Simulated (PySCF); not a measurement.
**Calculated NMR parameters of 1,2-dihydro-3-methylnaphthalene**

* Formula: C11H12
* SMILES: CC1=Cc2ccccc2CC1
* Point group of the computed structure: C1
* Degrees of unsaturation: 6
* Carbon signals: 11
* Proton signals: 8

Mapped SMILES: `[CH3:1][C:2]1=[CH:3][c:4]2[cH:5][cH:6][cH:7][cH:8][c:9]2[CH2:10][CH2:11]1` (H(Xn): hydrogen on atom n).

[PySCF 2.14: PBE0-D3(BJ)/def2-SVP structure; NMR shieldings at CAM-B3LYP/pcSseg-1/GIAO; spin–spin couplings from B3LYP/pcJ-1 (without the spin–dipole term); single conformer; rapidly exchanging positions averaged; non-relativistic; isolated molecule]

References, each an isolated molecule treated in the same way: TMS for $^{1}$H (31.33 ppm), $^{13}$C (182.45 ppm).

| carbon | δC, type | δH (multiplicity, J in Hz) | HMBC from (abs. J ≥ 3 Hz) | span of the C tensor (ppm) |
| --- | --- | --- | --- | --- |
| C1 | 25.4, CH3 | 1.95 (q, 1.7) | H(C3), H(C11) | 46 |
| C2 | 149.3, C | – | H(C10), H(C11), H(C1) | 235 |
| C3 | 133.6, CH | 6.35 (sext, 2.1) | H(C5), H(C11), H(C1) | 186 |
| C4 | 143.7, C | – | H(C6), H(C8), H(C3), H(C10) | 236 |
| C5 | 134.3, CH | 7.01 (m) | H(C7), H(C3) | 216 |
| C6 | 135.5, CH | 7.21 (m) | H(C8) | 239 |
| C7 | 135.3, CH | 7.15 (m) | H(C5) | 237 |
| C8 | 135.7, CH | 7.13 (m) | H(C6), H(C10) | 220 |
| C9 | 142.8, C | – | H(C7), H(C5), H(C3), H(C10), H(C11) | 235 |
| C10 | 30.7, CH2 | 2.61 (m) | H(C8), H(C11) | 23 |
| C11 | 31.3, CH2 | 2.01 (m) | H(C3), H(C10), H(C1) | 22 |

Selected couplings (Hz, signed; the shortest-range and largest first, 30 at most; isotopes $^{13}$C, $^{1}$H): $^{1}J$(C7,H(C7)) 166.5, $^{1}J$(C6,H(C6)) 166.0, $^{1}J$(C5,H(C5)) 163.7, $^{1}J$(C3,H(C3)) 163.5, $^{1}J$(C8,H(C8)) 162.8, $^{1}J$(C1,H(C1)) 132.8, $^{1}J$(C10,H(C10)) 132.5, $^{1}J$(C11,H(C11)) 132.2, $^{3}J$(H(C10),H(C11)) 11.1, $^{3}J$(H(C5),H(C6)) 8.4, $^{3}J$(H(C6),H(C7)) 8.3, $^{3}J$(H(C7),H(C8)) 8.3, $^{3}J$(H(C10),H(C11)) 7.7, $^{4}J$(H(C3),H(C11)) -2.1, $^{4}J$(H(C1),H(C3)) -2.0, $^{4}J$(H(C1),H(C11)) -1.6, $^{4}J$(H(C8),H(C10)) -1.1.

Carbon types of the structure: 3 × C, 5 × CH, 2 × CH2, 1 × CH3, which accounts for all hydrogens. δC 149.3: fully substituted alkene carbon; as expected for a trigonal carbon in a double bond. δC 143.7, 142.8: substituted aromatic carbon. δC 135.7, 135.5, 135.3, 134.3: aromatic CH; the aromatic region. δC 133.6: alkene CH; as expected for a trigonal carbon in a double bond. δH 2.61: hydrogen on an sp3 CH2 on an aromatic ring; benzylic-type position, deshielded by the ring.

Multiplet labels drop couplings under 1 Hz and merge nearly equal ones. Couplings among chemically equivalent protons are left out too, so labels in AA′BB′ or AA′XX′ sets are apparent multiplicities. Unscaled 3J(H,H) at this level run about 10 % above measured values. Shifts are as computed, not scaled to solution data. Of 1211 compounds with measured shifts, 218 miss one by over three times the rms of a fit or turn the order of signals round; such compounds aren't used in these exercises.
